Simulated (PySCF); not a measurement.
A run for PySCF: U-B3LYP/6-31G* on H3NSi (SMILES N[SiH]), a point of a bond scan (R = 2.321 Å).

```python
from pyscf import gto, scf, dft, mp
from pyscf.data.elements import chemcore

mol = gto.M(
    atom='''
    Si   -0.24474767    0.39103857    0.50999719
    H    -0.58600086    1.47385990   -0.51531157
    N     0.39778231   -0.68955254   -0.65444502
    H     0.54809856   -0.31888560   -2.94062041
    H     0.76485489   -1.59313906   -0.39509969
    ''',
    basis='6-31g*',
    cart=True,
    charge=0, spin=0, verbose=3, max_memory=1800)
mf = dft.UKS(mol, xc='b3lyp')
mf.conv_tol = 1e-8
mf.max_cycle = 100
mf.init_guess_breaksym = True
mf.kernel()
if not mf.converged:
    mf = mf.newton().run(mf.mo_coeff, mf.mo_occ)
for _ in range(4):
    mo, _, stable, _ = mf.stability(return_status=True)
    if stable:
        break
    mf.kernel(mf.make_rdm1(mo, mf.mo_occ))
```

Output:

```
converged SCF energy = -345.84563065339  <S^2> = 7.4209083e-10  2S+1 = 1
<class 'pyscf.dft.uks.UKS'> wavefunction has an internal instability
converged SCF energy = -345.868270218023  <S^2> = 0.83075366  2S+1 = 2.0791861
<class 'pyscf.dft.uks.UKS'> wavefunction is stable in the internal stability analysis
```

The run converged. Its determinant has ⟨S²⟩ = 0.83, a mixture of spin states.

Cost: very roughly 50 core-seconds.
